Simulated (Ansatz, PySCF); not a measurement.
C₅H₆O, SMILES C=C=COC=C. Atoms are numbered in the order given.

```xyz
12

C      2.7339     0.6479     0.5949
C      1.6021     0.2124     0.1040
C      0.4889    -0.2397    -0.4252
O     -0.4771    -0.8749     0.3190
C     -1.7819    -0.6397     0.0148
C     -2.2750     0.3374    -0.7537
H      3.6029    -0.0123     0.7076
H      2.8571     1.6887     0.9188
H      0.2897    -0.1807    -1.5031
H     -2.4182    -1.3793     0.5082
H     -1.6485     1.1039    -1.2129
H     -3.3521     0.3898    -0.9165
```
Charge 0, spin multiplicity 1.

Coordinates come from a B3LYP-D3(BJ)/def2-SVP optimisation. Other conformers were not sampled.

Two levels are set side by side: PBE-D3(BJ)/def2-SVP (Ansatz, a quantum-chemistry and plane-wave program) and B3LYP-D3(BJ)/def2-SVP (Ansatz). Each level has its own optimised geometry; the coordinates shown are those of the second. Frequencies come from the Hessian of PySCF at each geometry. Differences are taken from unrounded values.

| quantity | B3LYP-D3(BJ) | PBE-D3(BJ) | PBE-D3(BJ) minus B3LYP-D3(BJ) |
|---|---|---|---|
| mean bond length (Å) | 1.206 | 1.213 | 0.008 |
| bond C1–C2 (Å) | 1.308 | 1.316 | 0.007 |
| bond C2–C3 (Å) | 1.313 | 1.322 | 0.009 |
| bond C3–O4 (Å) | 1.375 | 1.380 | 0.005 |
| bond O4–C5 (Å) | 1.360 | 1.366 | 0.006 |
| bond C5–C6 (Å) | 1.337 | 1.346 | 0.009 |
| bond C1–H7 (Å) | 1.097 | 1.105 | 0.008 |
| bond C1–H8 (Å) | 1.097 | 1.105 | 0.008 |
| bond C3–H9 (Å) | 1.098 | 1.107 | 0.009 |
| bond C5–H10 (Å) | 1.093 | 1.102 | 0.008 |
| bond C6–H11 (Å) | 1.091 | 1.099 | 0.008 |
| bond C6–H12 (Å) | 1.091 | 1.098 | 0.008 |
| highest harmonic wavenumber (cm⁻¹) | 3267 | 3207 | -60 |
| mean harmonic wavenumber (cm⁻¹) | 1369 | 1329 | -40 |
| zero-point energy (kcal/mol) | 58.71 | 56.99 | -1.71 |

GGA bonds tend to be longer and softer than those of functionals with exact exchange. Differences between two approximate levels are no errors against the true value.
